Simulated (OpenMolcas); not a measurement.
## How basis sets differ on CH6AlFSi (SMILES C[SiH2][AlH][F])

CH6AlFSi has 10 atoms, charge 0, and is taken as a singlet. As SMILES, `C[SiH2][AlH][F]`. Geometry: relaxed at PBE0-D4/def2-TZVP. This is one conformer, not always the lowest.

Each level gives the HOMO–LUMO gap (eV). The values are calculated.

```json
{"level": "HF/ANO-R0 (sfX2C)", "kind": "Hartree–Fock", "program": "OpenMolcas", "value (eV)": "11.27", "CPU time": "7.1 s"}
{"level": "HF/ANO-RCC-MB (DKH2)", "kind": "Hartree–Fock", "program": "OpenMolcas", "value (eV)": "11.71", "CPU time": "2.4 s"}
{"level": "HF/STO-3G", "kind": "Hartree–Fock", "program": "OpenMolcas", "value (eV)": "15.79", "CPU time": "3.1 s"}
{"level": "HF/3-21G", "kind": "Hartree–Fock", "program": "OpenMolcas", "value (eV)": "11.27", "CPU time": "3.8 s"}
{"level": "HF/6-31G* (spherical functions)", "kind": "Hartree–Fock", "program": "OpenMolcas", "value (eV)": "11.30", "CPU time": "9.8 s"}
{"level": "HF/ANO-RCC-VDZP (DKH2, RICD fitting)", "kind": "Hartree–Fock", "program": "OpenMolcas", "value (eV)": "11.54", "CPU time": "12 s"}
```

The values span 11.27 to 15.79 eV. A Hartree–Fock LUMO above zero doesn't converge with the basis: it sinks as sets grow more diffuse. Orbital gaps aren't excitation energies. Times are those of the runs behind each value, whatever else they computed, on shared processors of several kinds: orders of magnitude only.
